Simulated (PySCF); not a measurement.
SMILES [Si](CCOC)(C)(C)C (C₆H₁₆OSi) (GFN2-xTB optimised geometry):

```
24

C      0.296     0.771     3.945
O      0.252    -0.142     2.884
C     -0.997    -0.784     2.748
C     -0.951    -1.654     1.506
Si    -0.271    -0.676     0.000
C     -0.898    -1.561    -1.575
C      1.635    -0.676     0.000
C     -0.946     1.109     0.000
H      0.115     0.274     4.907
H      1.293     1.208     3.946
H     -0.451     1.566     3.819
H     -1.791    -0.028     2.650
H     -1.212    -1.378     3.653
H     -0.309    -2.511     1.701
H     -1.951    -2.037     1.313
H     -1.981    -1.530    -1.653
H     -0.494    -1.094    -2.467
H     -0.600    -2.605    -1.590
H      2.028    -1.678    -0.145
H      2.019    -0.303     0.943
H      2.029    -0.051    -0.796
H     -2.029     1.128     0.082
H     -0.679     1.628    -0.916
H     -0.539     1.678     0.829
```

Level of theory: CAM-B3LYP/def2-SVP (PySCF).

### Question
What are the frontier orbital energies and the dipole moment?

### Answer
HOMO-2 -9.44 eV, HOMO-1 -9.28 eV, HOMO -8.73 eV, LUMO 2.38 eV, LUMO+1 2.97 eV; dipole moment 1.38 D.

Meta-Löwdin charges at CAM-B3LYP/def2-SVP: C1 -0.07, O2 -0.41, C3 0.06, C4 -0.41, Si5 0.92, C6 -0.55, C7 -0.54, C8 -0.55, H9 0.08, H10 0.11, H11 0.08, H12 0.07, H13 0.07, H14 0.10, H15 0.10, H16 0.10, H17 0.10, H18 0.10, H19 0.10, H20 0.12, H21 0.10, H22 0.10, H23 0.11, H24 0.11.
